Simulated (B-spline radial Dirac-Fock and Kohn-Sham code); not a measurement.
System: neutral cerium, 1s2 2s2 2p6 3s2 3p6 3d10 4s2 4p6 4d10 4f1 5s2 5p6 5d1 6s2. Level of theory: Dirac-Hartree-Slater photoionisation with all multipoles and Dirac-Fock thresholds; a B-spline atomic structure program.

Q: Which of the sources Mg Kα (1253.6 eV), Al Kα (taken as 1486.9 eV), Ag Lα (2984.4 eV), Cr Kα (5414.7 eV), Cu Kα (8047.8 eV), Ga Kα (9251.7 eV), Mo Kα (17479.3 eV), Ag Kα (22162.9 eV) can ionise the 3d3/2 level, and how does the cross section change among them?

A: The computed threshold is 912.5 eV, so all of them can. Cross sections: Mg Kα 440 kb, Al Kα 287 kb, Ag Lα 39.2 kb, Cr Kα 5.72 kb, Cu Kα 1.45 kb, Ga Kα 0.878 kb, Mo Kα 0.0803 kb, Ag Kα 0.0319 kb. From the first to the last it falls by a factor of 14000.
